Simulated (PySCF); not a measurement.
C12H5F5, SMILES Fc1c(F)c(F)c(-c2ccccc2)c(F)c1F, GFN2-xTB optimised geometry.

```
22

F     -1.70    -4.09     0.00
C     -1.03    -2.94     0.00
C     -1.72    -1.73     0.00
F     -3.06    -1.73     0.00
C     -1.01    -0.54     0.00
F     -1.69     0.62     0.00
C      0.38    -0.51     0.00
C      1.12     0.77     0.00
C      1.48     1.37     1.21
C      2.17     2.56     1.20
C      2.52     3.17     0.01
C      2.16     2.57    -1.19
C      1.47     1.38    -1.20
C      1.05    -1.73     0.00
F      2.38    -1.74     0.00
C      0.36    -2.94     0.00
F      1.02    -4.10     0.00
H      1.21     0.89     2.14
H      2.45     3.02     2.14
H      3.06     4.10     0.01
H      2.43     3.04    -2.13
H      1.19     0.91    -2.13
```

Density from PBE/def2-SVP (PySCF) at that geometry.

Minimum of the electron density along straight lines between bonded atoms, close to the bond critical point (lines longer than 1.1 times the sum of covalent radii, or with two minima, are not listed):

```tsv
bond	length / Å	ρ at the minimum / e bohr⁻³	∇²ρ there / e bohr⁻⁵	position (fraction from the first atom)
F1–C2	1.333	0.265	0.13	0.66
C2–C3	1.392	0.311	-0.77	0.50
C3–F4	1.335	0.264	0.13	0.34
C3–C5	1.391	0.312	-0.78	0.50
C5–F6	1.336	0.263	0.12	0.34
C5–C7	1.391	0.306	-0.74	0.52
C7–C8	1.484	0.256	…	0.51
C8–C9	1.389	0.306	-0.74	0.50
C9–C10	1.383	0.310	-0.77	0.50
C10–C11	1.384	0.309	-0.77	0.50
C11–C12	1.384	0.309	-0.77	0.50
C8–C13	1.389	0.306	-0.74	0.50
C12–C13	1.383	0.310	-0.77	0.50
C7–C14	1.391	0.306	-0.74	0.48
C14–F15	1.336	0.263	0.12	0.34
C2–C16	1.392	0.311	-0.77	0.50
C14–C16	1.391	0.312	-0.78	0.50
C16–F17	1.335	0.264	0.13	0.34
C9–H18	1.080	0.282	-1.06	0.63
C10–H19	1.079	0.282	-1.06	0.63
C11–H20	1.080	0.282	-1.06	0.63
C12–H21	1.079	0.282	-1.06	0.63
C13–H22	1.080	0.282	-1.06	0.63
```

Problem. Some entries are withheld; supply them.

Solution. 
- C7–C8, ∇²ρ there / e bohr⁻⁵: -0.58
